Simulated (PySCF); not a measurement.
Compound: C₆H₁₂S.
Bonds: C1–C2, C2–C3, C2–S4, S4–C5, C5–C6, C6–C7, C5–C7. Hydrogens: H8, H9, H10 on C1; H11 on C2; H12, H13, H14 on C3; H15 on C5; H16, H17 on C6; H18, H19 on C7.

Theory: PBE0-D3(BJ)/def2-SVP geometry optimisation, gas phase (PySCF).

Problem. What internal coordinates does the optimisation give?

Solution. 
```
                  bond  length (bohr)   order
          C1–C2, C2–C3          2.872  single
                 C2–S4          3.460  single
                 S4–C5          3.366  single
          C5–C6, C5–C7          2.840  single
                 C6–C7          2.827  single
C1–H8 and 5 like bonds          2.081  single
                C2–H11          2.086  single
                C5–H15          2.070  single
        C6–H16, C7–H18          2.066  single
        C6–H17, C7–H19          2.066  single
```

Bonds in one row agree within 0.02 bohr and their mean is given. Orders are formal, as drawn. A selection of angles:
```
     angle  degrees
  C2–C1–H8    110.6
 C2–C1–H10    110.5
  H8–C1–H9    108.1
  C1–C2–C3    112.4
  C1–C2–S4    112.2
 C1–C2–H11    109.4
  C3–C2–S4    107.2
 S4–C2–H11    106.3
  C2–S4–C5    101.2
  S4–C5–C6    119.9
  S4–C5–C7    117.4
 S4–C5–H15    115.3
  C6–C5–C7     59.7
 C6–C5–H15    116.9
 C7–C5–H15    116.2
  C5–C6–C7     60.1
 C5–C6–H16    117.3
 C5–C6–H17    117.6
 C7–C6–H16    117.6
 C7–C6–H17    118.7
H16–C6–H17    114.8
```

Dihedral angles: C1–C2–S4–C5 65° (synclinal); C2–S4–C5–C6 70° (synclinal); S4–C5–C6–C7 106° (anticlinal); S4–C5–C7–C6 -110° (anticlinal). The mirror-image conformer, all signs reversed, is as good.

Of the pairs four or more bonds apart, C5···H9 is among the closest relative to their van der Waals radii: 2.81 Å, 97 % of the sum of Bondi's values. The 3-membered ring C5–C6–C7 has internal angles of 59.7° to 60.2°. The C–C distances run from 1.496 Å (C6–C7, drawn single) to 1.521 Å (C2–C3, drawn single), a spread of 0.025 Å. The 2 C–S bonds span 1.781 Å (S4–C5, drawn single) to 1.831 Å (C2–S4, drawn single), a spread of 0.050 Å.

Point group: C1 (no symmetry element, even within 0.4 Å). No frequency check. The numbers are those of one conformer.

Hardware: an Arm Neoverse N1 with one thread, shared host. Cost: 2.0 min of wall time. That covers the optimisation of the geometry.
